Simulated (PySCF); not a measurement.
## Worked example: entropy of an ideal gas

2-chloroprop-1-ene (C₃H₅Cl), SMILES C=C(C)Cl.

Geometry: PBE-D3(BJ)/def2-SVP.

PBE-D3(BJ)/def2-SVP (PySCF) gives the harmonic wavenumbers 205, 341, 388, 440, 632, 681, 842, 902, 969, 1016, 1152, 1328, 1357, 1388, 1405, 1667, 2971, 3050, 3083, 3093, 3200 cm⁻¹ and the rotational temperatures 0.4382, 0.2344, 0.1559 K. The molar mass is 76.52 g/mol, the symmetry number 1, the spin multiplicity 1.

**Question.** Work out the entropy at 298.15 K and 1 atm in the rigid-rotor, harmonic-oscillator model.

**Answer.** 
Translation (Sackur–Tetrode at 1 atm): S = R[1.5 ln M + 2.5 ln T − 1.16487] = 162.8 J/(mol K).
Rotation: q = (√π/σ) T^1.5/√(θA θB θC) = 72100, S = R[ln q + 3/2] = 105.5 J/(mol K).
Vibration: with u = 1.4388 ν/T, each mode gives R[u/(e^u − 1) − ln(1 − e^−u)]:
```json
[
 {"ν (cm⁻¹)": "205", "modes": "1", "u": "0.99", "S (J/(mol K))": "8.74"},
 {"ν (cm⁻¹)": "341", "modes": "1", "u": "1.65", "S (J/(mol K))": "5.05"},
 {"ν (cm⁻¹)": "388", "modes": "1", "u": "1.87", "S (J/(mol K))": "4.22"},
 {"ν (cm⁻¹)": "440", "modes": "1", "u": "2.12", "S (J/(mol K))": "3.46"},
 {"ν (cm⁻¹)": "632", "modes": "1", "u": "3.05", "S (J/(mol K))": "1.66"},
 {"ν (cm⁻¹)": "681", "modes": "1", "u": "3.29", "S (J/(mol K))": "1.38"},
 {"ν (cm⁻¹)": "842", "modes": "1", "u": "4.06", "S (J/(mol K))": "0.74"},
 {"ν (cm⁻¹)": "902", "modes": "1", "u": "4.35", "S (J/(mol K))": "0.58"},
 {"ν (cm⁻¹)": "969", "modes": "1", "u": "4.68", "S (J/(mol K))": "0.44"},
 {"ν (cm⁻¹)": "1016", "modes": "1", "u": "4.90", "S (J/(mol K))": "0.37"},
 {"ν (cm⁻¹)": "1152", "modes": "1", "u": "5.56", "S (J/(mol K))": "0.21"},
 {"ν (cm⁻¹)": "1328", "modes": "1", "u": "6.41", "S (J/(mol K))": "0.10"},
 {"ν (cm⁻¹)": "1357", "modes": "1", "u": "6.55", "S (J/(mol K))": "0.09"},
 {"ν (cm⁻¹)": "1388", "modes": "1", "u": "6.70", "S (J/(mol K))": "0.08"},
 {"ν (cm⁻¹)": "1405", "modes": "1", "u": "6.78", "S (J/(mol K))": "0.07"},
 {"ν (cm⁻¹)": "1667", "modes": "1", "u": "8.04", "S (J/(mol K))": "0.02"}
]
```
The stiffer modes add less than 0.005 each. Sum 27.2 J/(mol K).
Spin: R ln 1 = 0.0 J/(mol K).
Total 295.5 J/(mol K); the program's own thermochemistry gives 295.5. Translation makes up 55 % and vibration 9 %. Anharmonicity, hindered rotation and orbital degeneracy are left out.
